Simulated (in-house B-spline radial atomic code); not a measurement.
**Ionising Dy³⁺ with different functionals**

Computed with an all-electron radial atomic-structure program (B-spline basis): scalar-relativistic (spin-free X2C) Hamiltonian, Fermi nucleus of rms radius 5.2218 fm, spin-polarised at highest spin, spherical fractional occupations for the functionals, the average over the highest-spin determinants for Hartree-Fock. The ionisation energy is the difference of two self-consistent energies, [Xe] 4f9 → [Xe] 4f8, without Breit or QED terms; ε is the level of the shell that loses the electron (its least bound occupied spin orbital). There is no spin-orbit coupling in this Hamiltonian.

Hybrids are left out here: with spherical fractional occupations of an open shell their exact exchange keeps a self-interaction that integer-occupation calculations don't have.

```csv
method,rung,ΔSCF (eV),-ε(4f) (eV)
Hartree-Fock,Hartree-Fock,36.53,41.84
LDA VWN5,LDA,42.43,32.80
LDA PW92,LDA,42.43,32.79
LDA exchange-only,LDA,40.31,30.77
PBE,GGA,41.95,32.35
PBEsol,GGA,42.03,32.42
BLYP,GGA,?,?
RPBE,GGA,41.86,32.26
PW91,GGA,42.08,32.47
BP86,GGA,42.13,32.51
AM05,GGA,42.10,32.47
OLYP,GGA,42.21,32.56
TPSS,meta-GGA,41.53,31.96
SCAN,meta-GGA,40.87,31.37
r2SCAN,meta-GGA,?,?
revTPSS,meta-GGA,41.49,31.92
```

(1) What does BLYP give?

(2) What does r2SCAN give?

(3) How do they compare with the NIST value?

Results:

(1) ΔSCF 41.80 eV, and -ε(4f) = 32.20 eV.

(2) ΔSCF 40.80 eV, and -ε(4f) = 31.28 eV.

(3) NIST lists 41.23 eV ± 0.08 (semi-empirical, ground level to ground level). Errors run from -4.70 to +1.20 eV; revTPSS is closest (+0.26 eV), though others lie within the uncertainty of it, and part of that can be cancellation, since the calculations leave out spin-orbit coupling, Breit-QED terms, multiplet and fine-structure energies. Hartree-Fock also lacks correlation.
